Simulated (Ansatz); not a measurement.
Consider the isomerisation: `C=C[SiH2]N[SiH3]` → `C/C([SiH3])=N\[SiH3]`.

Isolated molecules relaxed with PBE0-D4/def2-TZVP in Ansatz; ΔE leaves out vibrations. CCSD(T)/CBS adds triple-zeta CCSD(T) − MP2 to the extrapolated MP2 energy (def2 sets, frozen cores). Functionals use def2-TZVPP. Each species was taken in one conformer, which may not be the lowest.

```tsv
level	ΔE (eV)
ωB97M-V	1.28
B2PLYP	1.25
r2SCAN	1.19
CCSD(T)/def2-TZVPP	1.28
HF/def2-QZVPP	1.40
MP2/def2-QZVPP	1.36
SCS-MP2/def2-QZVPP	1.34
CCSD/CBS(def2)	1.37
```

(1) What does CCSD(T)/CBS give? (Estimate.)

Largest T1 diagnostic among the species: 0.013.

## Answers

(1) The calculation gave: +1.33 eV. The listed levels differ from it by -0.05, -0.08, -0.14, -0.05, 0.07, 0.03, 0.01, 0.04 eV.

From PBE to PBE0 (25 % exact exchange), in def2-TZVPP and without D4, ΔE moves by +0.13 eV. In def2-TZVPP, CCSD(T) changes the Hartree–Fock value by −0.11 eV (the triples alone add −0.04 eV) and MP2 by −0.06 eV.
